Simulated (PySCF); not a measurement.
Isomers of C4H5F3O. The calculation used TDDFT CAM-B3LYP/def2-SVPD, vertical, gas phase, core orbitals frozen in the response in PySCF. Geometries: GFN2-xTB; one conformer of each isolated species. Triplets are in the Tamm–Dancoff approximation.

A. `OC/C=C\C(F)(F)F`
B. `C1O[C@@]1(CF)C(F)F`
C. `C[C@@H](F)[C@@H](F)C(=O)F`

Lowest singlet levels (six at most, fewer where fewer were computed) with oscillator strengths:

1. 197 nm (f 0.033); 169 nm (f 0.376); 162 nm (f 0.012); 160 nm (f 0.004); 152 nm (f 0.030); 150 nm (f 0.001); T1 4.24 eV
2. 215 nm (f 0.004); 157 nm (f 0.045); 151 nm (f 0.003); 143 nm (f 0.002); 139 nm (f 0.039); 132 nm (f 0.076); T1 5.15 eV
3. 152 nm (f 0.001); 145 nm (f 0.016); 144 nm (f 0.010); 140 nm (f 0.023); 136 nm (f 0.053); 135 nm (f 0.015); T1 7.84 eV

Question: Match each spectrum to its molecule.

Answer: 1 = A, 2 = C, 3 = B.
- A: S1 at 6.30 eV, HOMO→LUMO (78%), HOMO-1→LUMO (18%); Löwdin shares by element: HOMO oxygen 48%, carbon 39% or more; LUMO carbon 68% or more, oxygen 6% (atoms not listed hold the other 26%); HOMO -9.81 and LUMO -0.08 eV.
- B: S1 at 8.15 eV, HOMO→LUMO (36%), HOMO→LUMO+3 (20%), HOMO→LUMO+1 (18%); Löwdin shares by element: HOMO oxygen 57%, carbon 21% or more (atoms not listed hold the other 22%); LUMO carbon 42% or more, hydrogen 12% or more (atoms not listed hold the other 46%); HOMO -10.12 and LUMO 1.22 eV.
- C: S1 at 5.76 eV, HOMO→LUMO (86%); Löwdin shares by element: HOMO oxygen 48%, carbon 19% or more, fluorine 8% or more (atoms not listed hold the other 24%); LUMO carbon 44% or more, oxygen 30%, fluorine 9% or more (atoms not listed hold the other 17%); HOMO -10.87 and LUMO -0.21 eV.
